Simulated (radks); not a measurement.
All-electron atom: Ru4+ in [Kr] 4d4. Method: non-relativistic Kohn-Sham, Slater X-alpha with alpha = 0.667, spin-polarised, spherical densities, point nucleus; open shells are filled with parallel spins first (spin-orbit coupling, left out, can overturn this in heavy ions); relativity is left out, which matters for an element this heavy; computed with a radial shooting solver on a logarithmic mesh with Libxc functionals.

Normalised radial functions P(r) = r R(r), r in bohr:

r,4s up
0.003283,0.0954
0.004274,0.1187
0.005566,0.1455
0.007247,0.1748
0.009437,0.2044
0.01229,0.2299
0.016,0.2445
0.02083,0.2383
0.02713,0.1991
0.03533,0.1155
0.046,-0.0165
0.0599,-0.1828
0.07799,-0.3397
0.1016,-0.4128
0.1322,-0.3205
0.1722,-0.0328
0.2242,0.3570
0.292,0.6218
0.3802,0.5194
0.495,0.0015
0.6446,-0.6772
0.8394,-1.1108
1.093,-1.0734
1.423,-0.7029
1.853,-0.3137
2.413,-0.0903
3.142,-0.0152
4.091,-0.0013

4s up: eigenvalue -121.96 eV, 3 radial nodes at r = 0.0447, 0.176, 0.495 bohr, <r> = 1.03 bohr, 90 % of the charge inside 1.49 bohr.
